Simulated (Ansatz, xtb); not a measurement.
## Relaxing a trial structure of FGaH3Si+

The starting geometry of this gas-phase singlet has its atoms placed at random.

```yaml
atoms:
  - { symbol: F, position_ang: [-0.8237, 1.4740, -0.4698] }
  - { symbol: Ga, position_ang: [-0.0390, -0.7062, 0.2294] }
  - { symbol: Si, position_ang: [0.6859, 0.5947, -1.8153] }
  - { symbol: H, position_ang: [1.0257, -1.7675, -0.3606] }
  - { symbol: H, position_ang: [0.4341, 0.4737, -0.2116] }
  - { symbol: H, position_ang: [0.2724, -0.5552, 1.7902] }
```

Problem. Guess where an optimisation with r2SCAN-D4/def2-SVP ends from this start.

Solution. It ends as a structure with H5 bridging Si3 and Ga2, given below by its coordinates. Distances that change by over a tenth: Ga2–Si3 (2.53 → 2.91 Å), Ga2–H5 (1.35 → 1.86 Å). Contacts that close: F1–Si3 (2.21 → 1.69 Å).

The energy falls by 5.40 eV over 14 steps:

```tsv
step	E − E(last) (eV)
1	5.396
2	3.210
4	0.614
5	0.329
7	0.115
8	0.103
10	0.015
11	0.003
13	0.000
14	0.000
```

Final geometry (Å):

```xyz
6

F    -0.8972    0.4967   -0.8912
Ga    0.2967   -0.8303    0.4382
Si    0.3940    1.5008   -1.3018
H     0.5405   -1.9770   -0.5454
H     1.3131    0.5359   -0.3210
H    -0.0917   -0.2126    1.7834
```

From the same start GFN2-xTB ends elsewhere, differing in F1–Ga2 (1.77 against 2.23 Å here), F1–Si3 (2.47 against 1.69 Å here), Ga2–Si3 (2.76 against 2.91 Å here), Ga2–H4 (2.24 against 1.53 Å here), Ga2–H5 (2.23 against 1.86 Å here), Si3–H4 (1.56 against 3.56 Å here).

From so rough a start the end depends on the optimiser's path, so another program may land elsewhere. No frequencies were run, so the end isn't proven a minimum. Run with Ansatz 0.2.0, 23 s on 2 threads of Arm Neoverse V2, with other jobs on the host.
